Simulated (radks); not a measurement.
Q: Tc I, configuration [Kr] 4d5 5s2. Calculated with a radial shooting solver on a logarithmic mesh with Libxc functionals: non-relativistic Kohn-Sham, MS2 meta-GGA, spin-unpolarised, spherical densities, point nucleus; meta-GGA in the generalised Kohn-Sham scheme; relativity is left out, which matters for an element this heavy. Some entries of the table are withheld. Estimate them.

orbital  occ.  eigenvalue (eV)  r(max) (bohr)
1s          2        -20345.37            (1)
2s          2        -2858.229         0.1306
2p          6        -2634.484         0.1030
3s          2        -500.7650         0.3825
3p          6              (2)            (3)
3d         10        -254.7641         0.3123
4s          2         -71.0905            (4)
4p          6              (5)          1.035
4d          5          -7.1976          1.250
5s          2          -4.7735          2.842

A: 
(1) 1s r(max) (bohr): 0.02345
(2) 3p eigenvalue (eV): -413.2249
(3) 3p r(max) (bohr): 0.3705
(4) 4s r(max) (bohr): 0.9762
(5) 4p eigenvalue (eV): -45.5931
